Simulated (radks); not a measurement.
Coulomb parameter of the 3d shell of the chromium ion Cr2+ in the model configuration [Ar] 3d3 4p1, as a second difference U = [E(n + 0.25) + E(n - 0.25) - 2 E(n)] / (0.25)^2 with all orbitals relaxed. "Bare": the charge of the atom changes with n. "Screened": the 4p shell takes up the change at fixed total charge, which measures U(3d,3d) + U(4p,4p) - 2 U(3d,4p). Calculated with a radial shooting solver on a logarithmic mesh with Libxc functionals: Dirac Kohn-Sham, PBEsol, spin-unpolarised, spherical densities, finite nucleus; open shells are shared between the two j in proportion to 2j + 1; Fermi nuclear charge, rms radius 3.6452 fm.

| case | configuration | E - E(n) (eV) |
|---|---|---|
| start | [Ar] 3d3 4p1 | 0.000 |
| bare +0.25 | [Ar] 3d3.25 4p1 | -6.911 |
| bare -0.25 | [Ar] 3d2.75 4p1 | 7.917 |
| screened +0.25 | [Ar] 3d3.25 4p0.75 | -3.321 |
| screened -0.25 | [Ar] 3d2.75 4p1.25 | 3.622 |

U(bare) = 16.093 eV, U(screened by 4p) = 4.816 eV.
